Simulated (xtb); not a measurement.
GeH7NSi, SMILES N[SiH2][GeH3]. All values are semi-empirical tight-binding results from xtb (GFN2-xTB unless named), good for trends rather than for accurate numbers. Geometry: GFN2-xTB. This is a generated structure with no PubChem entry under its InChIKey; it may be hypothetical. One conformer was computed; it need not be the lowest.

Optimised geometry:

Bonded distances (Å): Si1–N2 1.724, Si1–Ge3 2.350, Si1–H4 1.463, Si1–H5 1.463, N2–H6 1.008, N2–H7 1.008, Ge3–H8 1.505, Ge3–H9 1.501, Ge3–H10 1.506. Bond angles (°): N2–Si1–Ge3 115.0, N2–Si1–H4 104.9, N2–Si1–H5 104.8, Ge3–Si1–H4 109.8, Ge3–Si1–H5 109.9, H4–Si1–H5 112.3, Si1–N2–H6 118.5, Si1–N2–H7 118.4, H6–N2–H7 109.3, Si1–Ge3–H8 116.0, Si1–Ge3–H9 116.6, Si1–Ge3–H10 115.8, H8–Ge3–H9 102.3, H8–Ge3–H10 101.5, H9–Ge3–H10 102.2.
Charge 0, spin multiplicity 1.

For metal compounds this method's bond lengths and energies can be far off.

Estimate the properties. (Estimate from the structure and the level; the computed values follow.)


The orbital gap is 4.88 eV. The zero-point energy is 39.5 kcal/mol and the G − E(el) at 298.15 K (modified RRHO) is 19.8 kcal/mol.

Give the atomic charges and the Wiberg bond orders between heavy atoms. (Estimate from the structure and the level; the computed values follow.)

charges (e) Si1 0.46, N2 -0.41, Ge3 0.02, H4 -0.10, H5 -0.10, H6 0.15, H7 0.15, H8 -0.06, H9 -0.06, H10 -0.06. Bond orders Si1–N2 1.16, Si1–Ge3 0.73.
